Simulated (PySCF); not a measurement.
# Correlation energy of Nb⁺ (niobium, charge +1)

[Kr] 4d3 5s1, high-spin 5F determinant (an excited configuration). Computed with PySCF 2.14 in aug-cc-pVTZ-PP with ECP28MDF, with scalar relativity through the core potential. Frozen: 4s2 4p6; 4 electrons correlated.

| level | correlation energy (mhartree) |
| --- | --- |
| CCSD | -34.02 |
| (T) | -0.50 |
| CCSD(T) | -34.52 |

Diagnostics: T1 = 0.0057, D1 = 0.0145, largest double amplitude 0.019.

Q: Is a single reference adequate?

A: Yes, within this model without spin-orbit coupling: T1 lies below 0.03 and no double amplitude reaches 0.07.
